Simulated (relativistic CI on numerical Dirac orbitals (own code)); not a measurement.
**Hyperfine structure of Ge¹⁰⁺, mass number 73**

Computed by Dirac-Coulomb-Breit CI, separate exchange-only KLI orbitals for each configuration, QED by a radiative potential, unscaled Slater integrals (own radial code, finite nucleus).

CI space (outside the closed core [Ne]): 3s2 3p6 3d4, 3s2 3p5 3d5, 3s 3p6 3d5, 3s2 3p6 3d3 4s, 3s2 3p6 3d3 4p, 3s2 3p6 3d3 4d, 3s2 3p6 3d2 4s 4p, 3s2 3p6 3d3 4f, 3s2 3p6 3d3 5s, 3s2 3p5 3d4 4s, 3p6 3d6, 3p5 3d7, 3s2 3p6 3d2 4s2, 3s2 3p6 3d 4s2 4p, 3s2 3p6 3d 4s2 4d, 3s2 3p6 3d 4s2 4f, 3s2 3p6 3d2 4p2, 3s2 3p6 3d 4s 4p2, 3s2 3p6 3d 4p3, 3s2 3p6 3d 4p2 4d, 3s2 3p6 3d 4p2 4f. Double excitations out of closed p, d and f shells are left out; levels of such configurations are missing from the list, as are those of other unlisted configurations, and high levels can miss mixing partners. These lack a partner that the ground configuration has and come out too high: 3s2 3p5 3d4 4s.

Nuclear spin I = 9/2, μ = -0.87824 μN, Q = -0.196 b (tables of Stone and Pyykkö). The electronic factors are computed for point nuclear moments, without core polarisation or the Bohr-Weisskopf and QED corrections.

```json
{"Level": "3s2 3p6 3d4 5D_1", "E (cm⁻¹)": "828.3", "A (MHz)": "-77.16", "B (MHz)": "-189"}
{"Level": "3s2 3p6 3d4 5D_2", "E (cm⁻¹)": "2277.8", "A (MHz)": "-121.9", "B (MHz)": "-118"}
{"Level": "3s2 3p6 3d4 5D_3", "E (cm⁻¹)": "4151.6", "A (MHz)": "-175.4", "B (MHz)": "135"}
{"Level": "3s2 3p6 3d4 5D_4", "E (cm⁻¹)": "6310.6", "A (MHz)": "-231.7", "B (MHz)": "552"}
{"Level": "3s2 3p6 3d4 3H_4", "E (cm⁻¹)": "46484.3", "A (MHz)": "-422.2", "B (MHz)": "-297"}
{"Level": "3s2 3p6 3d4 3H_5", "E (cm⁻¹)": "48405.6", "A (MHz)": "-365.9", "B (MHz)": "-325"}
{"Level": "3s2 3p6 3d4 3P_1", "E (cm⁻¹)": "49744.1", "A (MHz)": "-179.2", "B (MHz)": "25.9"}
{"Level": "3s2 3p6 3d4 3H_6", "E (cm⁻¹)": "49984.5", "A (MHz)": "-356", "B (MHz)": "-279"}
```

Levels with J = 0, under 50 % of one LS term, or S terms without an open s electron are left out. Small factors come from cancelling terms and can be off by tens of per cent or more.

At this charge energies of transitions that change n are usually good to better than 1 %, and those within a shell (Δn = 0) to a few per cent. Terms inside the open d or f shell come out 10 to 20 % too wide with unscaled integrals.

Question: Give the hyperfine levels of 3s2 3p6 3d4 5D_3 relative to its centre of gravity.

Answer: With K = F(F + 1) − I(I + 1) − J(J + 1), E = AK/2 + B[¾K(K + 1) − I(I + 1)J(J + 1)]/[2I(2I − 1)J(2J − 1)]: F = 3/2: 2956, F = 5/2: 2490, F = 7/2: 1844, F = 9/2: 1028, F = 11/2: 50.73, F = 13/2: -1075, F = 15/2: -2335 MHz.
